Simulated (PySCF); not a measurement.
Z-matrix (Å, degrees):
```
Si
F 1 1.6053
H 1 1.4886 2 107.95
H 1 1.4887 3 111.17 2 -118.24
```
Charge 0, spin multiplicity 2.

Q: Give the dipole moment, total energy and highest occupied spin orbital at the level r2SCAN-D4/def2-TZVP (PySCF 2.14.0).

A: 
```
Property                              Value
-----------------------------  ------------
dipole moment                        1.14 D
total energy                   -390.5213 Ha
highest occupied spin orbital      -5.72 eV
```
